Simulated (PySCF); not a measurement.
Input of a run (PBE0-D3(BJ)/def2-SVP geometry optimisation, gas phase (PySCF 2.14.0)), started from GFN2-xTB:
```
{"job": {"xc": "PBE0", "basis": "def2-SVP", "d3": "d3bj", "grid": 2, "kind": "geom"}, "charge": 0, "multiplicity": 1}
C     -2.813275    -0.884037    -0.097018
O     -2.119643     0.338194    -0.042339
C     -0.765321     0.315479     0.099350
C     -0.140980     1.563136     0.171821
C      1.223689     1.657062     0.319949
C      1.997177     0.502936     0.395391
S      3.749702     0.675484     0.582664
C      1.386138    -0.737185     0.321749
C      0.012260    -0.834060     0.174354
H     -3.864700    -0.620402    -0.200017
H     -2.675334    -1.466112     0.820046
H     -2.506419    -1.484767    -0.959435
H     -0.754014     2.447924     0.110636
H      1.701166     2.622984     0.378980
H      4.020110    -0.628464     0.609758
H      1.975541    -1.641339     0.377758
H     -0.433094    -1.814804     0.119722
```

Output (energies in Eh, forces in Eh/bohr):
```
step   0  E = -744.05955807  max force = 0.015089
step   1  E = -744.06114959  max force = 0.002841
step   2  E = -744.06117668  max force = 0.000779
step   3  E = -744.06117655  max force = 0.001155
step   4  E = -744.06118410  max force = 0.000402
optimisation converged
```

Question: Summarise the run.

Answer: The energy falls by 4.3 kJ/mol over 5 energy and gradient evaluations, the largest force component goes from 0.0151 to 4.0e-04 Eh/bohr, and the atoms move by 0.022 Å rms after alignment. The bond that changes most is S7–H15 (thiol sulfur to S–H hydrogen), which lengthens by 0.016 Å. Bonds longer at the end by more than 0.005 Å: 13 of 17; shorter: 2. The energy never rose by more than 1e-6 Eh on the way. The first step brought 98 % of the lowering.

Question: What are the final bond lengths?

Answer: C1–O2 1.398 Å, O2–C3 1.350 Å, C3–C4 1.402 Å, C4–C5 1.385 Å, C5–C6 1.403 Å, C6–S7 1.769 Å, C6–C8 1.395 Å, C8–C9 1.396 Å, C3–C9 1.397 Å, C1–H10 1.097 Å, C1–H11 1.105 Å, C1–H12 1.105 Å, C4–H13 1.092 Å, C5–H14 1.093 Å, S7–H15 1.348 Å, C8–H16 1.093 Å, C9–H17 1.090 Å. Numbering counts from 1 in the input's order; the species is `COc1ccc(S)cc1` (4-methoxybenzenethiol).

The run used 170 basis functions and 38 SCF cycles in all.

Whether it is a minimum is left open (no frequencies). The numbers are those of one conformer.

Shape of the structure used: `[CH3:1][O:2][c:3]1[cH:4][cH:5][c:6]([SH:7])[cH:8][cH:9]1`: C1–O2–C3–C4 180°, H–S7–C6–C5 180°.
